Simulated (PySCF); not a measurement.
Hexamethyldisilane, SMILES C[Si](C)(C)[Si](C)(C)C (GFN2-xTB optimised geometry):

```
26

C     -2.348     1.090     0.007
Si    -0.434     1.092     0.000
C      0.125     2.077    -1.544
C      0.137     2.080     1.538
Si     0.435    -1.090     0.000
C      2.349    -1.090     0.000
C     -0.131    -2.077    -1.540
C     -0.131    -2.075     1.542
H     -2.737     0.583     0.885
H     -2.744     0.581    -0.866
H     -2.753     2.099     0.007
H     -0.274     3.088    -1.544
H      1.207     2.154    -1.591
H     -0.207     1.596    -2.459
H     -0.268     3.088     1.543
H     -0.182     1.596     2.456
H      1.219     2.163     1.572
H      2.753    -2.099     0.004
H      2.742    -0.585    -0.877
H      2.742    -0.579     0.874
H     -1.214    -2.151    -1.584
H      0.200    -1.598    -2.457
H      0.265    -3.089    -1.539
H     -1.213    -2.151     1.584
H      0.198    -1.594     2.458
H      0.267    -3.086     1.543
```

Method: CAM-B3LYP/def2-SVP (PySCF).

Task: What are the frontier orbital energies and the dipole moment?

Result: HOMO-2 -9.50 eV, HOMO-1 -9.50 eV, HOMO -8.38 eV, LUMO 2.10 eV, LUMO+1 2.13 eV; dipole moment 0.00 D.

On the same geometry PySCF with PBE/def2-SVP gives HOMO-2 -6.82 eV, HOMO-1 -6.82 eV, HOMO -5.95 eV, LUMO 0.26 eV, LUMO+1 0.26 eV; dipole moment 0.00 D.

Meta-Löwdin charges at CAM-B3LYP/def2-SVP: C1 -0.53, Si2 0.67, C3 -0.53, C4 -0.53, Si5 0.67, C6 -0.53, C7 -0.53, C8 -0.53, H9 0.10, H10 0.10, H11 0.10, H12 0.10, H13 0.10, H14 0.10, H15 0.10, H16 0.10, H17 0.10, H18 0.10, H19 0.10, H20 0.10, H21 0.10, H22 0.10, H23 0.10, H24 0.10, H25 0.10, H26 0.10.
